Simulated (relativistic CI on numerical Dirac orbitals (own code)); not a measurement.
## Al⁹⁺: computed level list

Computed by Dirac-Coulomb-Breit CI, KLI orbitals optimised for each configuration, model QED (radiative potential, 1s self-energy scaled to tabulated hydrogen-like ionisation energies), unscaled Slater integrals (own radial code, finite nucleus).

Configuration list (outside the closed core 1s2): 2s2, 2s.2p, 2p2, 2p.3s, 2p.3p, 2s.3s, 2s.3p, 2s.3d, 2s.4s, 2s.4p, 2s.4d, 2s.4f, 3s2, 3s.3p, 3p2. Levels of other configurations are missing.

| No. | Configuration | Term | J | E (cm⁻¹) | % | Landé g | Lifetime (s) |
| --- | --- | --- | --- | --- | --- | --- | --- |
| 1 | 2s2 | 1S | 0 | 0 | 94 |  |  |
| 2 | 2s.2p | 3P° | 0 | 156309 | 100 |  |  |
| 3 | 2s.2p | 3P° | 1 | 157945 | 100 | 1.500 | 6.36e-06 |
| 4 | 2s.2p | 3P° | 2 | 161539 | 100 | 1.500 | 1.24e+00 |
| 5 | 2s.2p | 1P° | 1 | 313618 | 100 | 0.999 | 1.56e-10 |
| 6 | 2p2 | 3P | 0 | 407387 | 100 |  | 2.12e-10 |
| 7 | 2p2 | 3P | 1 | 409308 | 100 | 1.500 | 2.09e-10 |
| 8 | 2p2 | 3P | 2 | 412466 | 100 | 1.499 | 2.06e-10 |
| 9 | 2p2 | 1D | 2 | 457003 | 99 | 1.001 | 1.15e-09 |
| 10 | 2p2 | 1S | 0 | 567070 | 94 |  | 1.01e-10 |
| 11 | 2s.3s | 3S | 1 | 1854218 | 98 | 2.002 | 4.96e-12 |
| 12 | 2s.3s | 1S | 0 | 1883194 | 96 |  | 1.51e-11 |
| 13 | 2s.3p | 1P° | 1 | 1926742 | 86 | 1.023 | 2.09e-12 |
| 14 | 2s.3p | 3P° | 0 | 1928998 | 99 |  | 1.26e-09 |
| 15 | 2s.3p | 3P° | 1 | 1929600 | 95 | 1.477 | 4.23e-11 |
| 16 | 2s.3p | 3P° | 2 | 1930467 | 99 | 1.501 | 1.26e-09 |
| 17 | 2s.3d | 3D | 1 | 1966026 | 98 | 0.499 | 1.05e-12 |
| 18 | 2s.3d | 3D | 2 | 1966196 | 98 | 1.167 | 1.05e-12 |
| 19 | 2s.3d | 3D | 3 | 1966489 | 98 | 1.334 | 1.06e-12 |
| 20 | 2s.3d | 1D | 2 | 1996393 | 98 | 1.000 | 1.53e-12 |
| 21 | 2p.3s | 3P° | 0 | 2053096 | 99 |  | 1.09e-11 |
| 22 | 2p.3s | 3P° | 1 | 2054763 | 99 | 1.497 | 1.08e-11 |
| 23 | 2p.3s | 3P° | 2 | 2058743 | 99 | 1.500 | 1.09e-11 |
| 24 | 2p.3s | 1P° | 1 | 2085684 | 89 | 1.003 | 5.40e-12 |
| 25 | 2p.3p | 1P | 1 | 2094804 | 92 | 0.967 | 4.30e-12 |
| 26 | 2p.3p | 3D | 1 | 2102882 | 90 | 0.539 | 7.09e-12 |
| 27 | 2p.3p | 3D | 2 | 2104529 | 98 | 1.167 | 7.45e-12 |
| 28 | 2p.3p | 3D | 3 | 2108185 | 98 | 1.333 | 7.39e-12 |
| 29 | 2p.3p | 3S | 1 | 2120402 | 94 | 1.978 | 4.95e-12 |
| 30 | 2p.3p | 3P | 0 | 2127463 | 100 |  | 3.67e-12 |
| 31 | 2p.3p | 3P | 1 | 2129161 | 97 | 1.515 | 3.71e-12 |
| 32 | 2p.3p | 3P | 2 | 2131022 | 99 | 1.497 | 3.68e-12 |
| 33 | 2p.3p | 1D | 2 | 2152387 | 97 | 1.002 | 2.45e-12 |
| 34 | 2p.3p | 1S | 0 | 2188884 | 95 |  | 3.27e-12 |
| 35 | 2s.4s | 3S | 1 | 2475257 | 100 | 2.002 | 1.25e-11 |
| 36 | 2s.4s | 1S | 0 | 2488723 | 99 |  | 1.01e-11 |
| 37 | 2s.4p | 3P° | 0 | 2501996 | 100 |  | 3.23e-11 |
| 38 | 2s.4p | 3P° | 1 | 2502171 | 100 | 1.499 | 3.16e-11 |
| 39 | 2s.4p | 3P° | 2 | 2502590 | 100 | 1.501 | 3.27e-11 |
| 40 | 2s.4p | 1P° | 1 | 2507559 | 99 | 1.001 | 3.38e-12 |
| 41 | 2s.4d | 3D | 1 | 2517577 | 100 | 0.499 | 2.75e-12 |
| 42 | 2s.4d | 3D | 2 | 2517630 | 100 | 1.167 | 2.76e-12 |
| 43 | 2s.4d | 3D | 3 | 2517726 | 100 | 1.334 | 2.76e-12 |
| 44 | 2s.4f | 3F° | 2 | 2526600 | 100 | 0.666 | 6.85e-12 |
| 45 | 2s.4f | 3F° | 3 | 2526621 | 100 | 1.083 | 6.85e-12 |
| 46 | 2s.4f | 3F° | 4 | 2526661 | 100 | 1.250 | 6.85e-12 |
| 47 | 2s.4f | 1F° | 3 | 2528118 | 100 | 1.000 | 7.19e-12 |
| 48 | 2s.4d | 1D | 2 | 2528270 | 100 | 1.000 | 2.69e-12 |

Energies count from the lowest computed level; ° marks odd parity; lifetimes are radiative, by E1, M1, E2, M2 decay to levels of this space only; some are left blank where a channel outside the calculation adds to the decay or the decay crosses a small, uncertain gap.

The mean weight of the leading LS term, summed over parents, in these 48 levels is 98 %, and that of the leading jj configuration (from the same eigenvectors) 77 %, so LS coupling describes them better.

At this charge energies of transitions that change n are usually good to better than 1 %, and those within a shell (Δn = 0) to a few per cent.
